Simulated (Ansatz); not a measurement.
Ansatz results at the PBE0-D4/def2-TZVP geometry: LUMO energy (ωB97M-V/def2-TZVPP) 1.64 eV; HOMO energy (PBE/def2-TZVPP) -4.35 eV; HOMO–LUMO gap (PBE/def2-TZVPP) 2.71 eV.

Each molecule was computed in one conformer, which needn't be the lowest.

Which molecule gave them?
A. `N=C=C(N)O`
B. `C=NC(=N)O`
C. `C=C([SiH3])OC`
D. `[SH][SnH2][SeH]`

A. The others give `[SH][SnH2][SeH]`: 0.64, -5.95, 3.94; `C=C([SiH3])OC`: 2.20, -5.73, 4.90; `C=NC(=N)O`: 0.52, -6.63, 3.92.
